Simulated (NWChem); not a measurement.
C2H5NOSi; SMILES N#CC[SiH2]O

```xyz
10

N      0.3299     2.8583     0.0000
C     -0.1949     1.8255     0.0000
C     -0.8013     0.5108     0.0000
Si     0.4891    -0.8758     0.0000
O     -0.4339    -2.2593     0.0000
H     -1.4443     0.3920     0.8875
H     -1.4443     0.3920    -0.8875
H      1.3440    -0.7622    -1.2184
H      1.3440    -0.7622     1.2184
H      0.0162    -3.1085     0.0000
```
Atoms are numbered in this order, from 1.

Results from NWChem. Geometry: optimised at PBE0/def2-SVP. Level: M05-2X/def2-SVP with SMD (1 M gas to 1 M solution), gas-phase geometry. Reactions with the solvent are ignored.

### Question
Order these by “solvation free energy (kcal/mol)”, lowest first: water; n-hexane; acetonitrile; methanol.

### Answer
methanol (-9.1), acetonitrile (-8.2), water (-6.9), n-hexane (-4.0)
